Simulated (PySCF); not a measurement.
Cartesian coordinates (Å):
```xyz
11

Mo    -0.1992     0.1107     0.2435
Cl    -1.0389    -0.1309    -1.9815
Cl     1.3652    -1.7095    -0.2136
O      1.2720     1.0658    -0.3952
H      2.0577     0.5973    -0.7251
O     -1.1744    -1.3334     0.8503
H     -0.8626    -2.2538     0.8028
O      0.2367     0.5965     1.9954
H      0.7272     1.4141     2.1821
O     -1.4607     1.5059     0.2739
H     -1.9543     1.6645    -0.5486
```
Charge 0, spin multiplicity 1.

**Question.** What is the computed HOMO–LUMO gap, charge on the central atom (Mulliken) and HOMO (TPSSh-D3(BJ)/def2-TZVP // r2SCAN-D4/def2-SVP in PySCF)?

**Answer.** 
```yaml
HOMO–LUMO gap: 2.87 eV
charge on the central atom (Mulliken): 1.40 e
HOMO: -7.66 eV
```
